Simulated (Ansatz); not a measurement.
Geometry optimisation, RKS revPBE-D4/def2-SVP in Ansatz.

The input (input.yaml):

```yaml
crystal:
  periodic: [false, false, false]
  atoms:
    - { symbol: In, position_ang: [0.0, 0.0, 0.0] }
    - { symbol: Cl, position_ang: [0.0, 0.0, 2.79] }
    - { symbol: O, position_ang: [1.7233, 0.0, -0.995] }
    - { symbol: H, position_ang: [2.0232, -0.9519, -1.1499] }
    - { symbol: O, position_ang: [-1.7233, 0.0, -0.995] }
    - { symbol: H, position_ang: [-2.233, -0.8467, -0.7865] }
    - { symbol: P, position_ang: [0.125, 2.6447, 0.8797] }
    - { symbol: H, position_ang: [0.6855, 2.6845, 2.1839] }
    - { symbol: H, position_ang: [0.9364, 3.4013, -0.0067] }
    - { symbol: H, position_ang: [0.0736, 1.5569, 2.2203] }
basis:
  gaussian: { orbitals: def2-SVP }
hamiltonian:
  xc: revpbe
  dispersion: d4
relax:
  f_tol: 0.15
  max_steps: 25
  restrain:
    - { distance: [0, 6], at: 3.69, k: 30.0 }
    - { distance: [9, 1], at: 2.57, k: 30.0 }
    - { distance: [0, 1], at: 2.44, k: 30.0 }
    - { distance: [9, 6], at: 1.42, k: 30.0 }
```

Launched with:

```bash
$ ansatz run input.yaml --threads 4 --pin off --max-ram 5120MiB --backend cpu --events-out ev --progress --plain --runs-dir out
```

Task: Where does it end, and by what steps?

Result: The run converged. The restraints hold the end off the free minimum; the threshold counts their pulls, which the force column leaves out. Restrained pairs: In1–P7 (2.79 → 3.69 Å), Cl2–H10 (1.66 → 2.58 Å), In1–Cl2 (2.79 → 2.43 Å), P7–H10 (1.73 → 1.43 Å). After 18 steps the energy has fallen by 2.848 eV (the restraints' own energy left out); H9 moved furthest, 1.48 Å.

```csv
step,energy less start (eV),largest force component (eV/Å),accepted
0,0.0000,2.828,yes
1,0.4707,3.912,yes
2,0.0517,2.907,yes
3,-0.8850,1.777,yes
4,-1.7874,1.468,yes
5,-2.3496,1.107,yes
6,-2.5501,1.145,yes
7,-2.6258,0.428,yes
8,-2.6820,0.393,yes
9,-2.7307,0.384,yes
10,-2.7594,0.391,yes
11,-2.7927,0.381,yes
12,-2.8052,0.324,yes
13,-2.7951,0.903,no
14,-2.8129,0.305,yes
15,-2.8182,0.353,yes
16,-2.8224,0.443,yes
17,-2.8316,0.412,yes
18,-2.8485,0.373,yes
```

```xyz
10
Properties=species:S:1:pos:R:3
In 0.092 -0.252 -0.106
Cl -0.098 -0.786 2.257
O 1.919 -0.202 -0.959
H 2.582 -0.404 -0.267
O -1.618 -0.011 -1.149
H -2.366 -0.149 -0.531
P 0.091 3.076 1.480
H 1.479 2.777 1.215
H -0.328 2.658 0.156
H -0.145 1.781 2.045
```

The run took 27 s on 4 threads of Arm Neoverse V1 (shared host), peak memory 0.18 GiB.
